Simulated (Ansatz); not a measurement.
The same path of BFH₂In (5 atoms, charge 0, multiplicity 2) was run twice with different band settings.

Level of theory: UKS BHLYP/def2-SVP in Ansatz.

Relaxed end points:

```xyz
5
Properties=species:S:1:pos:R:3
F 0.675 -1.730 1.830
B 0.614 -1.012 0.775
In -0.340 0.580 -0.464
H -1.355 0.034 -1.740
H 0.407 2.129 -0.402
```

```xyz
5
Properties=species:S:1:pos:R:3
F 0.288 -1.557 2.074
B -0.118 -0.684 1.233
In 0.052 0.404 -0.708
H -0.991 -0.128 -1.969
H 0.769 1.966 -0.630
```

Common settings: movable images 7; climbing image yes; spring 5.0 eV/Å²; optimiser quadratic models (default); force threshold 0.03 eV/Å; end points relaxed.

| run | start path | iteration limit |
| --- | --- | --- |
| 1 | IDPP | 49 |
| 2 | straight line | 53 |

Question: What does each run give, and how far can it be trusted?

Answer: Run 1: converged after 4 iterations, highest image 0.029 eV above the first end. A vibrational analysis at the climbing image gives one clearly imaginary mode, 160i cm⁻¹: a first-order saddle point.
Run 2: converged after 6 iterations, highest image 0.029 eV above the first end. Another band between the same ends (7 images) ends at a top of the same energy, where a vibrational analysis finds 1 clearly imaginary mode.
